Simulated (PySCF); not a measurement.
2-chloropent-1-en-4-yne (C5H5Cl), SMILES C=C(Cl)CC#C.

Geometry optimised at B3LYP-D3(BJ)/def2-SVP. One conformer was computed; it need not be the lowest.

These are PySCF with TDA-B3LYP/def2-SVPD values and carry that method's errors.

Vertical excitations. Gas-phase values at a fixed geometry.

| state | energy (eV) | λ (nm) | f | main pairs |
|---|---|---|---|---|
| S1 | 6.03 | 205 | 0.001 | HOMO−1→LUMO 88 % |
| S2 | 6.21 | 200 | 0.015 | HOMO−2→LUMO 90 % |
| S3 | 6.45 | 192 | 0.008 | HOMO→LUMO+1 75 %, HOMO→LUMO+2 16 % |
| S4 | 6.57 | 189 | 0.150 | HOMO→LUMO 56 %, HOMO→LUMO+2 34 % |
| S5 | 6.71 | 185 | 0.000 | HOMO−2→LUMO+3 61 %, HOMO−1→LUMO+2 11 %, HOMO−1→LUMO+4 10 % |
| S6 | 6.81 | 182 | 0.000 | HOMO−3→LUMO 71 % |
| S7 | 6.87 | 181 | 0.004 | HOMO−1→LUMO+2 28 %, HOMO−1→LUMO+4 27 %, HOMO−2→LUMO+3 21 % |
| S8 | 6.89 | 180 | 0.007 | HOMO−3→LUMO 22 %, HOMO−1→LUMO+3 21 %, HOMO−2→LUMO+4 15 %, HOMO−2→LUMO+2 15 % |
| S9 | 6.95 | 178 | 0.097 | HOMO→LUMO+2 30 %, HOMO→LUMO 18 %, HOMO→LUMO+1 16 %, HOMO→LUMO+4 7 % |
| S10 | 7.13 | 174 | 0.003 | HOMO−1→LUMO+1 88 % |
| T1 | 4.15 | 299 | 0 | HOMO→LUMO 90 % |
| T2 | 5.29 | 234 | 0 | HOMO−1→LUMO+3 28 %, HOMO−2→LUMO 24 %, HOMO−2→LUMO+4 23 %, HOMO−2→LUMO+2 12 % |
| T3 | 5.68 | 218 | 0 | HOMO−1→LUMO 47 %, HOMO−1→LUMO+4 16 %, HOMO−2→LUMO+3 14 %, HOMO−1→LUMO+2 10 % |
| T4 | 5.76 | 215 | 0 | HOMO−1→LUMO+3 52 %, HOMO−2→LUMO 22 % |
Triplets are in the Tamm–Dancoff approximation.
